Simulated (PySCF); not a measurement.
Level of theory: PySCF 2.14.0 with ωB97X-D3(BJ)/def2-TZVP // PBE0-D3(BJ)/def2-SVP. Gas-phase values, no solvent. One relaxed conformer stands for a flexible species; it need not be the lowest. Delta-SCF ions had no search for a lower state. Excitations are Tamm–Dancoff values on a coarser integration grid. The basis has no diffuse functions, so Rydberg states are missing or too high.

Reference species (SMILES): `Bc1c(O)cc2cccccc1-2` (neutral, multiplicity 1).

| Property | Result |
|---|---|
| vertical ionisation energy (Delta-SCF) | 7.76 eV |
| brightest of the four lowest singlets (TDA) | 4.74 eV |
| LUMO | -0.37 eV |
| T1 excitation (TDA) | 2.39 eV |

After one change: the vertical ionisation energy (Delta-SCF) falls by 0.61 eV; the brightest of the four lowest singlets (TDA) rises by 0.14 eV; the LUMO falls by 0.65 eV; the T1 excitation (TDA) falls by 1.03 eV.

Task: What was changed between the two runs? The new species is one of these.
A) `Bc1ccc(O)cc2cccc1-2`
B) `Bc1cc(O)cc2cccc-2c1`
C) `Bc1cc2cccc(O)cc-2c1`
D) `Bc1ccc2ccc(O)ccc1-2`

Result: A, `Bc1ccc(O)cc2cccc1-2`
